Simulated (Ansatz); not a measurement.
Molecular dynamics of B$_{2}$ClH$_{2}$IO

The input (input.yaml):

```yaml
crystal:
  periodic: [false, false, false]
  atoms:
    - { symbol: B, position_ang: [0.530517, -0.114377, 0.641061] }
    - { symbol: O, position_ang: [-0.953842, 0.212806, 0.511096] }
    - { symbol: B, position_ang: [-0.284961, -0.236371, -0.758517] }
    - { symbol: Cl, position_ang: [-0.917698, -1.713419, -1.525817] }
    - { symbol: I, position_ang: [0.460737, 1.506521, -1.936716] }
    - { symbol: H, position_ang: [-0.165209, 0.518565, 1.541482] }
    - { symbol: H, position_ang: [1.391757, -0.241723, 1.48171] }
magnetization:
  spin_polarized: true
basis:
  gaussian: { orbitals: def2-SVP }
hamiltonian:
  xc: pbe
md:
  timestep: 0.5
  n_steps: 200
  ensemble: nve
  temperature: 300.0
  initial_velocities: maxwell_boltzmann
  seed: 11746
```

Run as:

```bash
$ ansatz run input.yaml --threads 2 --pin off --max-ram 3072MiB --backend cpu --events-out ev --progress --plain --runs-dir out
```

It starts at the highest image of a converged band. Of that band: Neighbouring images differ by up to 2.3 eV, so the band resolves the path poorly. A vibrational analysis at the climbing image gives 2 clearly imaginary modes (1485i, 102i cm⁻¹): a point of higher order, so a lower path passes nearby.

Output, in part (one step line in 7, the closing report, with atoms numbered from 0):

```
md step     0: t =     0.00 fs  T =   300.0 K  F+E_penalty+E_count = -24038.26304501 eV  E_kin = 0.193890 eV  conserved = -24038.06915501 eV  (39 SCF iters)
md step     7: t =     3.50 fs  T =   254.2 K  F+E_penalty+E_count = -24038.23284702 eV  E_kin = 0.164322 eV  conserved = -24038.06852550 eV  (32 SCF iters)
md step    14: t =     7.00 fs  T =   620.4 K  F+E_penalty+E_count = -24038.46914722 eV  E_kin = 0.400972 eV  conserved = -24038.06817477 eV  (33 SCF iters)
md step    21: t =    10.50 fs  T =  1616.0 K  F+E_penalty+E_count = -24039.11481470 eV  E_kin = 1.044436 eV  conserved = -24038.07037884 eV  (31 SCF iters)
md step    28: t =    14.00 fs  T =  2380.6 K  F+E_penalty+E_count = -24039.61147766 eV  E_kin = 1.538609 eV  conserved = -24038.07286852 eV  (32 SCF iters)
md step    35: t =    17.50 fs  T =  1942.5 K  F+E_penalty+E_count = -24039.32438075 eV  E_kin = 1.255421 eV  conserved = -24038.06895966 eV  (30 SCF iters)
md step    42: t =    21.00 fs  T =  2395.3 K  F+E_penalty+E_count = -24039.61866958 eV  E_kin = 1.548063 eV  conserved = -24038.07060642 eV  (31 SCF iters)
md step    49: t =    24.50 fs  T =  2393.0 K  F+E_penalty+E_count = -24039.61738905 eV  E_kin = 1.546575 eV  conserved = -24038.07081388 eV  (32 SCF iters)
md step    56: t =    28.00 fs  T =  2462.0 K  F+E_penalty+E_count = -24039.66002187 eV  E_kin = 1.591198 eV  conserved = -24038.06882362 eV  (31 SCF iters)
md step    63: t =    31.50 fs  T =  3156.7 K  F+E_penalty+E_count = -24040.11193271 eV  E_kin = 2.040153 eV  conserved = -24038.07178001 eV  (31 SCF iters)
md step    70: t =    35.00 fs  T =  2256.2 K  F+E_penalty+E_count = -24039.52634254 eV  E_kin = 1.458157 eV  conserved = -24038.06818533 eV  (32 SCF iters)
md step    77: t =    38.50 fs  T =  2970.1 K  F+E_penalty+E_count = -24039.98950553 eV  E_kin = 1.919596 eV  conserved = -24038.06990927 eV  (32 SCF iters)
md step    84: t =    42.00 fs  T =  4154.9 K  F+E_penalty+E_count = -24040.75753970 eV  E_kin = 2.685344 eV  conserved = -24038.07219620 eV  (30 SCF iters)
md step    91: t =    45.50 fs  T =  3578.5 K  F+E_penalty+E_count = -24040.38266678 eV  E_kin = 2.312772 eV  conserved = -24038.06989501 eV  (32 SCF iters)
md step    98: t =    49.00 fs  T =  2536.3 K  F+E_penalty+E_count = -24039.70812403 eV  E_kin = 1.639205 eV  conserved = -24038.06891914 eV  (32 SCF iters)
md step   105: t =    52.50 fs  T =  1636.9 K  F+E_penalty+E_count = -24039.12704059 eV  E_kin = 1.057956 eV  conserved = -24038.06908501 eV  (34 SCF iters)
md step   112: t =    56.00 fs  T =  1533.4 K  F+E_penalty+E_count = -24039.06047060 eV  E_kin = 0.991056 eV  conserved = -24038.06941460 eV  (35 SCF iters)
md step   119: t =    59.50 fs  T =  2081.4 K  F+E_penalty+E_count = -24039.41497197 eV  E_kin = 1.345229 eV  conserved = -24038.06974294 eV  (35 SCF iters)
md step   126: t =    63.00 fs  T =  2465.3 K  F+E_penalty+E_count = -24039.66301420 eV  E_kin = 1.593292 eV  conserved = -24038.06972255 eV  (35 SCF iters)
md step   133: t =    66.50 fs  T =  2394.0 K  F+E_penalty+E_count = -24039.61636832 eV  E_kin = 1.547254 eV  conserved = -24038.06911410 eV  (35 SCF iters)
md step   140: t =    70.00 fs  T =  2814.9 K  F+E_penalty+E_count = -24039.88848764 eV  E_kin = 1.819294 eV  conserved = -24038.06919382 eV  (33 SCF iters)
md step   147: t =    73.50 fs  T =  4183.0 K  F+E_penalty+E_count = -24040.77510644 eV  E_kin = 2.703471 eV  conserved = -24038.07163563 eV  (32 SCF iters)
md step   154: t =    77.00 fs  T =  4203.2 K  F+E_penalty+E_count = -24040.78612110 eV  E_kin = 2.716525 eV  conserved = -24038.06959640 eV  (30 SCF iters)
md step   161: t =    80.50 fs  T =  3746.3 K  F+E_penalty+E_count = -24040.49034369 eV  E_kin = 2.421222 eV  conserved = -24038.06912153 eV  (31 SCF iters)
md step   168: t =    84.00 fs  T =  4016.4 K  F+E_penalty+E_count = -24040.66667423 eV  E_kin = 2.595810 eV  conserved = -24038.07086428 eV  (32 SCF iters)
md step   175: t =    87.50 fs  T =  3862.0 K  F+E_penalty+E_count = -24040.56750730 eV  E_kin = 2.496009 eV  conserved = -24038.07149866 eV  (32 SCF iters)
md step   182: t =    91.00 fs  T =  2636.1 K  F+E_penalty+E_count = -24039.77236364 eV  E_kin = 1.703716 eV  conserved = -24038.06864746 eV  (33 SCF iters)
md step   189: t =    94.50 fs  T =  2204.1 K  F+E_penalty+E_count = -24039.49336649 eV  E_kin = 1.424478 eV  conserved = -24038.06888825 eV  (35 SCF iters)
md step   196: t =    98.00 fs  T =  2388.2 K  F+E_penalty+E_count = -24039.61361953 eV  E_kin = 1.543507 eV  conserved = -24038.07011267 eV  (36 SCF iters)
md step   200: t =   100.00 fs  T =  2332.5 K  F+E_penalty+E_count = -24039.57673767 eV  E_kin = 1.507462 eV  conserved = -24038.06927521 eV  (58 SCF iters)
Total energy: -24039.57677034 eV, -883.4381516996 hartree
Atom 0 at     0.145393     0.126458     0.852868 Å, force    -4.651856     0.838126    -1.782050 eV/Å
Atom 1 at    -0.762925     0.473128     1.809910 Å, force    -0.087227     1.075510     0.831735 eV/Å
Atom 2 at    -0.668514    -0.123545    -1.040184 Å, force     2.633811    -1.816908     1.754805 eV/Å
Atom 3 at    -0.747630    -1.709826    -1.945505 Å, force    -0.574896     1.080094     0.464869 eV/Å
Atom 4 at     0.464770     1.432703    -1.977298 Å, force    -0.195576     0.725847    -0.624302 eV/Å
Atom 5 at    -1.348061     1.211005     2.186909 Å, force     1.526137    -1.676579    -1.002375 eV/Å
Atom 6 at     1.299021     0.308405     0.839652 Å, force     1.349608    -0.226090     0.357318 eV/Å
Dipole moment:    -0.195104     0.307472     0.440165 e Å
```

All steps were run. The conserved energy stayed within 0.61 meV per atom of its start (net change -0.017 meV per atom), so the integration is sound. The system heated up, since it started high on the potential surface and ran downhill. A run of 0.1 ps of so small a system gives no equilibrium averages. The orbitals stay closed-shell, which can raise the energy where a bond breaks towards radicals; this wasn't checked here.

The step under study would form O2–H6 and break B1–H6. These pairs go: O2–H6 1.33 → 1.01 Å, B1–H6 1.30 → 2.28 Å. In the last frame they stand as after the step (other bonds may differ from the relaxed reactants and products). Also parted: O2–B3 1.50 → 2.91 Å. It ends as one piece, B2ClH2IO. Pairs count as bonded within 1.25 times the sum of covalent radii (0.12 Å more for H–H).

Last frame:

```xyz
7
Properties=species:S:1:pos:R:3
B 0.145 0.127 0.853
O -0.763 0.473 1.810
B -0.668 -0.123 -1.040
Cl -0.748 -1.710 -1.946
I 0.465 1.433 -1.977
H -1.348 1.211 2.187
H 1.299 0.308 0.840
```

The run took 6.7 min on 2 threads of Intel(R) Xeon(R) Platinum 8375C CPU @ 2.90GHz (Ice Lake), on a shared host, peak memory 0.2 GiB.
